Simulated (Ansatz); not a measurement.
`C[N](C)[Zn][Br]`, charge 0, multiplicity 1.

Q: Give a relaxed structure at PBE0-D4/def2-TZVP (the Gaussian-basis code of Ansatz). (Best estimate.)

A: Ansatz gave: 
Cartesian coordinates in Å:
```
C 0.2940 -1.2388 -0.4492
N 0.1250 0.0870 0.0818
C -1.1962 0.6104 -0.1388
Zn 1.4296 0.9956 0.9317
Br 3.0425 2.1191 1.9827
H 1.3035 -1.6174 -0.2711
H 0.1209 -1.2680 -1.5368
H -0.4088 -1.9538 0.0074
H -1.4388 0.6674 -1.2119
H -1.9682 -0.0189 0.3322
H -1.3034 1.6173 0.2720
```
Point group C2v.
This is one stationary point; other conformers may exist.
